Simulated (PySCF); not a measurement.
# Dipole moment and polarisability across levels of theory

Species: BrH5Si2.
Structure used (PBE0-D3(BJ)/def2-SVP), in Å, numbered top down from 1:
```xyz
8
BrH5Si2 angstrom
Si     0.1930   -0.2981    0.1564
Si    -2.0901   -0.8060    0.3027
Br    -3.2202    0.5602   -1.0622
H      0.9603   -1.1936    1.0779
H      0.6654   -0.5098   -1.2442
H      0.4146    1.1245    0.5524
H     -2.6144   -0.6014    1.6847
H     -2.3738   -2.2084   -0.1212
```

PySCF, dipoles from the SCF density, polarisabilities from static response with core orbitals frozen. Isolated species at its PBE0-D3(BJ)/def2-SVP geometry, gas phase. The LDA/def2-SVPD calculation is non-relativistic and has no spin–orbit coupling, an omission that weighs most on bromine.

The anisotropy is √(½[(α1 − α2)² + (α2 − α3)² + (α3 − α1)²]).

| level | μ (D) | α (Å³) | anisotropy (Å³) |
| --- | --- | --- | --- |
| LDA/def2-SVPD | 1.452 | 12.79 | 4.37 |
| PBE/def2-SVPD | 1.373 | 12.54 | 4.28 |
| B3LYP/def2-SVPD | 1.483 | 12.16 | 3.97 |
| PBE0/def2-SVPD | 1.493 | 12.09 | 3.93 |
| BHandHLYP/def2-SVPD | 1.604 | 11.71 | 3.63 |
| CAM-B3LYP/def2-SVPD | 1.571 | 11.96 | 3.74 |
| wB97X-D/def2-SVPD | 1.556 | 11.96 | 3.75 |
| LC-wPBE/def2-SVPD | 1.599 | 11.69 | 3.57 |
| HF/def2-SVPD | 1.735 | 11.22 | 3.21 |
| PBE0/6-31G* | 1.793 | 9.59 | 3.92 |
| PBE0/def2-SVP | 1.466 | 10.14 | 3.50 |
| PBE0/aug-cc-pVDZ | 1.518 | 12.14 | 4.05 |
| PBE0/def2-TZVP | 1.414 | 11.37 | 3.94 |

The dipole runs from 1.37 D (PBE/def2-SVPD) to 1.79 D (PBE0/6-31G*). No reference polarisability is at hand; against PBE0 in the largest diffuse basis at hand (aug-cc-pVDZ) the other PBE0 rows deviate by 6-31G* -21%, def2-SVP -16%, def2-SVPD 0%, def2-TZVP -6%. In one basis (def2-SVPD) the functionals order the polarisability from HF (lowest) to LDA (highest), a spread of 14%. With PBE0 the polarisability is 10.36 Å³ without diffuse functions (mean of 6-31G*, def2-SVP and def2-TZVP) and 12.11 Å³ with them (mean of def2-SVPD and aug-cc-pVDZ).

Without π bonds the low states are Rydberg-like; a valence basis with one diffuse set may place them up to an eV too high.
